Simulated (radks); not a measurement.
Q: Sn2+, 48 electrons, occupied as [Kr] 4d10 5s2 (the NIST ground configuration). Method: scalar-relativistic Kohn-Sham, LDA (Slater exchange, VWN5 correlation), spin-unpolarised, spherical densities, finite nucleus; Fermi nuclear charge, rms radius 4.6519 fm; computed with a radial shooting solver on a logarithmic mesh with Libxc functionals. Some entries of the table are withheld. Estimate them.

orbital,occ.,eigenvalue (Ry),<r> (bohr),<1/r> (bohr^-1)
1s,2,-2131.175,0.02908,53.03
2s,2,-322.9044,(1),12.10
2p,6,-290.1970,0.1096,11.64
3s,2,(2),0.3399,4.294
3p,6,-52.62762,0.3381,4.091
3d,10,-36.11268,0.3148,3.863
4s,2,-11.11656,0.8182,1.700
4p,6,-7.87575,0.8854,1.542
4d,10,-3.18982,1.093,1.223
5s,2,-1.95003,2.204,0.5850
5p,0,-1.33240,2.644,(3)
6s,0,-0.65285,4.995,0.2599
5d,0,-0.62824,(4),0.3130
4f,0,(5),6.232,0.1936

A: 
(1) 2s <r> (bohr): 0.1256
(2) 3s eigenvalue (Ry): -63.31915
(3) 5p <1/r> (bohr^-1): 0.4814
(4) 5d <r> (bohr): 4.037
(5) 4f eigenvalue (Ry): -0.30974
